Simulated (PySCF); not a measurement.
C5H4, SMILES `C#CC=C=C` (charge 0, multiplicity 1)

Calculation: PBE0-D3(BJ)/def2-TZVP (PySCF 2.14.0).

```
Quantity                        Result
-------------  -----------------------
HOMO                          -7.04 eV
dipole moment                0.160 e·Å
HOMO–LUMO gap                  6.29 eV
LUMO                          -0.76 eV
total energy              -192.6326 Ha
cost           roughly 40 core-seconds
```

```xyz
9

C      2.5412     0.4189     0.3853
C      1.5011    -0.0261    -0.0218
C      0.2981    -0.5799    -0.5287
C     -0.8970    -0.1826    -0.1675
C     -2.0852     0.1987     0.1787
H      3.4563     0.8194     0.7517
H      0.3846    -1.3814    -1.2599
H     -2.5991     0.9918    -0.3559
H     -2.6000    -0.2588     1.0181
```
Charge 0, spin multiplicity 1.
